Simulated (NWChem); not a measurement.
System meant: VNHCl2F; SMILES [NH]=[V]([F])([Cl])[Cl]

Here is an NWChem input.

```
start job
memory heap 200 mb stack 900 mb global 1100 mb
geometry units angstroms noautoz
  V      0.312007    -0.044734     0.000000
  N      0.957798    -1.515721     0.000000
  H      1.373367    -2.457230     0.000000
  F      1.594041     1.108192     0.000000
  Cl    -0.892702     0.125163    -1.786882
  Cl    -0.892702     0.125163     1.786882
end
basis spherical
  * library def2-svp
end
dft
  xc b3lyp
  iterations 4
  mulliken
end
task dft energy
```

End of the output:

```
    Atom       Charge   Shell Charges
 -----------   ------   -------------------------------------------------------
    1 V   23    28.80   2.00  2.00  1.91  0.36  0.10  5.99  5.86  1.25  7.21  2.09  0.04
    2 N    7     4.59   1.97  0.71  0.51  0.68  0.68  0.04
    3 H    1     0.79   0.50  0.22  0.07
    4 F    9     9.08   1.98  0.99  0.80  2.99  2.31  0.01
    5 Cl  17    15.37   2.00  1.96  1.06  0.79  5.77  1.64  2.12  0.03
    6 Cl  17    15.37   2.00  1.96  1.06  0.79  5.77  1.64  2.12  0.03

 center of mass
 --------------
 x =   0.00234840 y =   0.04325470 z =   0.00000000

 moments of inertia (a.u.)
 ------------------
        1021.212528578122           0.000000000000           0.000000000000
           0.000000000000        1239.295992377159           0.000000000000
           0.000000000000           0.000000000000         665.618425215763

     Multipole analysis of the density
     ---------------------------------

     L   x y z        total         alpha         beta         nuclear
     -   - - -        -----         -----         ----         -------
     0   0 0 0     -0.000000    -37.000000    -37.000000     74.000000

     1   1 0 0     -3.408745     -1.704372     -1.704372      0.000000
     1   0 1 0     -7.629088     -3.814544     -3.814544     -0.000000
     1   0 0 1     -0.000000     -0.000000     -0.000000      0.000000

     2   2 0 0    -20.688395   -118.213451   -118.213451    215.738508
     2   1 1 0    -18.373931     -5.003683     -5.003683     -8.366566
     2   1 0 1     -0.000000     -0.000000     -0.000000      0.000000
     2   0 2 0     -6.391271    -63.620128    -63.620128    120.848986
     2   0 1 1     -0.000000     -0.000000     -0.000000      0.000000
     2   0 0 2      0.945927   -193.364778   -193.364778    387.675483

 ------------------------------------------------------------------------
 dft energy failed                                                                                  0
 ------------------------------------------------------------------------
 ------------------------------------------------------------------------
  current input line :
    19: task dft energy
 ------------------------------------------------------------------------
 ------------------------------------------------------------------------
 This type of error is most commonly associated with calculations not reaching convergence criteria
 ------------------------------------------------------------------------
 For more information see the NWChem manual at https://nwchemgit.github.io

0:dft energy failed:Received an Error in Communication
```

Task: What is wrong, and how is it mended?

Result: Convergence was not reached. Cause: the SCF was allowed too few iterations. This input runs:
```
start job
memory heap 200 mb stack 900 mb global 1100 mb
geometry units angstroms noautoz
  V      0.312007    -0.044734     0.000000
  N      0.957798    -1.515721     0.000000
  H      1.373367    -2.457230     0.000000
  F      1.594041     1.108192     0.000000
  Cl    -0.892702     0.125163    -1.786882
  Cl    -0.892702     0.125163     1.786882
end
basis spherical
  * library def2-svp
end
dft
  xc b3lyp
  iterations 150
  mulliken
end
task dft energy
```
It converges to -2019.27159 Ha (B3LYP/def2-SVP).
